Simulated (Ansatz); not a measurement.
`NB(N)CO`, relaxed with RKS PBE-D4/def2-SVP in Ansatz from a rough embedded geometry. The force threshold is 0.03 eV/Å; the program also tests the step.

Total charge 0; spin multiplicity 1.

Start:

```xyz
12

N    -1.065    0.686    0.810
B    -0.155    0.177   -0.231
N     0.008    0.962   -1.507
C     0.601   -1.253   -0.089
O     0.356   -1.796    1.191
H    -1.497    1.594    0.566
H    -0.475    0.905    1.677
H     0.309    1.871   -1.300
H    -1.008    1.079   -1.947
H     0.303   -1.880   -0.864
H     1.716   -0.995   -0.154
H     0.907   -1.351    1.847
```

**Question.** How much energy does the relaxation release, and in how many steps? (Best estimate.)

**Answer.** Computed: 177.58 kJ/mol, in 14 steps.

**Question.** Which bonds change most? (Estimate.)

**Answer.** The calculation gave: N3–H9 from 1.113 to 1.018 Å; B2–N3 from 1.507 to 1.422 Å; C4–H10 from 1.040 to 1.114 Å; N1–B2 from 1.472 to 1.420 Å.

**Question.** Give the relaxed structure. (Estimate.)

**Answer.** The calculation gave: 
```xyz
12

N    -0.793    0.839    0.967
B    -0.173    0.329   -0.206
N    -0.060    1.061   -1.420
C     0.432   -1.153   -0.088
O     0.561   -1.609    1.268
H    -1.272    1.733    1.054
H    -0.929    0.200    1.752
H    -0.466    1.982   -1.578
H     0.434    0.696   -2.232
H    -0.263   -1.868   -0.584
H     1.397   -1.253   -0.649
H     1.131   -0.956    1.715
```
